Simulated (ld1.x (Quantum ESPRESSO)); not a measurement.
# What one change does to a pseudopotential (Ta, ultrasoft)

tantalum (Ta), ultrasoft, made with ld1.x (Quantum ESPRESSO) 7.5 (PBE, scalar-relativistic). Core [Kr] 4d10 4f14 5s2, reference 5p6 5d3 6s1.5 6p0.5. Waves: 6s (bound): rcut 2.40, rcutus 3.10 bohr; 6s channel at 2.05 Ry: rcut 2.40, rcutus 3.10 bohr; 5p (bound): rcut 2.50, rcutus 2.70 bohr; 6p (bound): rcut 2.50, rcutus 2.70 bohr; 5d (bound): rcut 2.30, rcutus 2.85 bohr; 5d channel at 0.05 Ry: rcut 2.30, rcutus 2.85 bohr. Local part: all-electron potential smoothed inside 2.85 bohr (lloc = -1). Core correction: none. Augmentation charge: PSQ, radius 2.10 bohr.

All-electron outer shells of the reference configuration (PBE, scalar-relativistic, ld1.x):

| shell | level (eV) | outermost node (bohr) | outermost maximum (bohr) |
| --- | --- | --- | --- |
| 5s | -73.79 | 0.54 | 0.98 |
| 5p | -40.18 | 0.58 | 1.13 |
| 4f | -25.49 | – | 0.44 |
| 6s | -5.95 | 1.32 | 2.74 |
| 5d | -4.26 | 0.65 | 1.58 |
| 6p | -1.77 | 1.59 | 3.80 |

Change: waves 5d (bound): rcut 2.30, rcutus 2.54 bohr; 5d channel at 0.05 Ry: rcut 2.30, rcutus 2.54 bohr.

Cutoffs: the cutoffs (Ry, on a coarse ladder) from which the occupation-weighted sum of valence levels, in a spherical-Bessel basis at the reference potential, stays within 10 and 1 mRy of its value at 400 Ry; they do not see the model core or the augmentation charge, which bear on the density cutoff. Errors are all-electron minus pseudo energies relative to the spin-unpolarised reference configuration.

Task: What does the change do?

Result: The potential gets harder (12 Ry and 21 Ry → 15 Ry and 21 Ry); of the 7 tests that both files solve, the error grows in 3 and shrinks in 1 by more than 15 % and 0.3 meV (median size 2.1 → 2.1 meV); neither file shows a bound ghost. A smaller radius makes the pseudo-wave follow the all-electron one further in, where it bends more sharply, so more plane waves are needed.

```tsv
quantity	base	changed
cutoff, loose	12 Ry	15 Ry
cutoff, tight	21 Ry	21 Ry
loose cutoff by channel (10 mRy a level)	s 6 Ry, p 10 Ry, d 10 Ry	s 6 Ry, p 10 Ry, d 12 Ry
bound ghosts	none	none
error for 5p6 5d3 6s2 6p0, meV [ΔE -2.06 eV]	+0.8	+0.8
error for 5p6 5d3 6s1 6p0, meV [ΔE 6.41 eV]	-1.2	-1.1
error for 5p6 5d3 6s0 6p0, meV [ΔE 21.38 eV]	+11	+12
error for 5p6 5d3.5 6s1.5 6p0, meV [ΔE -1.07 eV]	-2.1	-3.3
error for 5p6 5d4 6s1 6p0, meV [ΔE 0.04 eV]	-6.7	-10
error for 5p6 5d2 6s2 6p0, meV [ΔE 5.62 eV]	+1.8	+2.1
error for 5p6 5d2 6s2 6p1, meV [ΔE 0.93 eV]	+2.6	+1.1
s: phases at 3.33 bohr within 0.05 rad from the reference energy up to (Ry; the scan ends near 5)	3.0	3.0
p: phases at 3.33 bohr within 0.05 rad from the reference energy up to (Ry; the scan ends near 5)	3.0	3.0
d: phases at 3.33 bohr within 0.05 rad from the reference energy up to (Ry; the scan ends near 5)	to the end of the scan	to the end of the scan
lowest overlap eigenvalue by channel	s 0.65, p 0.79, d 1.00	s 0.65, p 0.79, d 0.94
```
